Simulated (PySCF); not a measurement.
A geometry optimisation, as run on `[SiH3][NH][GeH3]`.

Computed with PBE0-D3(BJ)/def2-SVP geometry optimisation, gas phase (PySCF).

Input of the driver that calls PySCF (job settings, then Cartesian coordinates in Å, the GFN2-xTB start):

```
{"job": {"xc": "PBE0", "basis": "def2-SVP", "d3": "d3bj", "grid": 1, "kind": "geom"}, "charge": 0, "multiplicity": 1}
Si     1.4666    -0.3479     0.4831
N      0.1777    -0.1121    -0.6539
Ge    -1.4926     0.4642    -0.2484
H      2.6152    -0.7521    -0.3282
H      1.6645     0.9336     1.1596
H      1.1581    -1.3829     1.4811
H      0.2332    -0.6900    -1.4778
H     -2.2169    -0.4773     0.6760
H     -2.2398     0.5799    -1.5402
H     -1.3571     1.7892     0.4263
```

The driver printed:

```
step   0  E = -2424.61757683  max force = 0.015421
step   1  E = -2424.62166742  max force = 0.004416
step   2  E = -2424.62206171  max force = 0.000920
step   3  E = -2424.62210443  max force = 0.001141
step   4  E = -2424.62223993  max force = 0.002240
step   5  E = -2424.62233518  max force = 0.002342
step   6  E = -2424.62242592  max force = 0.001198
step   7  E = -2424.62246376  max force = 0.000802
step   8  E = -2424.62248271  max force = 0.001081
step   9  E = -2424.62251666  max force = 0.001206
step  10  E = -2424.62254567  max force = 0.001154
step  11  E = -2424.62255141  max force = 0.000570
step  12  E = -2424.62255460  max force = 0.000156
optimisation converged
```

Energies are in Eh and forces in Eh/bohr. The run used 99 basis functions and 80 SCF iterations in all.

The run took 76 s on one thread of an Intel Xeon Platinum 8375C at 2.90 GHz (shared host), and the process peaked at 0.42 GiB of memory.

Task: How much energy does the optimisation gain, and how much of it in the first step?

Result: 3.1 kcal/mol (135 meV) from step 0 to step 12; the first step changes the energy by -2.6 kcal/mol. The largest force component goes from 0.0154 to 0.00016 Eh/bohr.

Final geometry (Å):

```
atom  x, y, z in Å
Si1    1.6773   -0.3432    0.2465
N2     0.2098   -0.4342   -0.6736
Ge3   -1.3601    0.4852   -0.4095
H4     2.8734   -0.3300   -0.6543
H5     1.6304    0.9246    1.0349
H6     1.8691   -1.4818    1.2043
H7     0.1487   -1.1782   -1.3631
H8    -2.3971   -0.3562    0.3668
H9    -1.9501    0.8564   -1.7839
H10   -1.0041    1.7443    0.3960
```

Point group not settled. Whether it is a minimum is left open (no frequencies). After the best overlay, start and end differ by 0.37 Å (root mean square over atoms).

Bond lengths before and after (atoms numbered from 1 in input order):

```
   bond  start (Å)  end (Å)  change (Å)
 Si1–N2      1.735    1.735       0.000
 N2–Ge3      1.813    1.838      +0.025
 Si1–H4      1.463    1.497      +0.034
 Si1–H5      1.463    1.494      +0.031
 Si1–H6      1.470    1.500      +0.030
  N2–H7      1.008    1.016      +0.008
 Ge3–H8      1.505    1.545      +0.040
 Ge3–H9      1.497    1.541      +0.044
Ge3–H10      1.493    1.536      +0.043
```
